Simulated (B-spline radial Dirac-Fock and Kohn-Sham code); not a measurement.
These are calculated numbers from a radial B-spline solver; the model is the independent-particle Dirac-Slater model, thresholds from Dirac-Fock. Kinetic energies are from the vacuum level. Open shells are spread statistically over j, without multiplet splitting. Without correlation, outer binding energies are uncertain by a few eV, most for open f shells.

Q: A free atom or ion in its tabulated ground configuration is ionised with 5860 eV photons and gives these photoelectron lines. Identify it and assign the lines.

| kinetic energy (eV) | relative cross section |
| --- | --- |
| 4337.6 | 100.0 |
| 5613.3 | 7.4 |
| 5637.3 | 0.15 |
| 5637.7 | 0.30 |

A: Mg⁶⁺, [He] 2s2 2p2. Binding energies are hν less the kinetic energy: 1s 1522.4 eV, 2s 246.7 eV, 2p1/2 222.7 eV, 2p3/2 222.3 eV.

Q: A free atom or ion in its tabulated ground configuration is ionised with 5670 eV photons and gives these photoelectron lines. Identify it and assign the lines.

```tsv
kinetic energy (eV)	relative cross section
2735.6	57.9
2981.4	55.5
3086.3	100.0
5100.8	10.9
5194.8	7.8
5212.6	14.0
5378.5	2.2
5381.7	3.1
5544.7	2.0
5575.1	1.2
5577.8	2.2
5617.5	0.051
5617.8	0.072
```

A: Mo⁴⁺, [Kr] 4d2. Binding energies are hν less the kinetic energy: 2s 2934.4 eV, 2p1/2 2688.6 eV, 2p3/2 2583.7 eV, 3s 569.2 eV, 3p1/2 475.2 eV, 3p3/2 457.4 eV, 3d3/2 291.5 eV, 3d5/2 288.3 eV, 4s 125.3 eV, 4p1/2 94.88 eV, 4p3/2 92.19 eV, 4d3/2 52.52 eV, 4d5/2 52.24 eV.
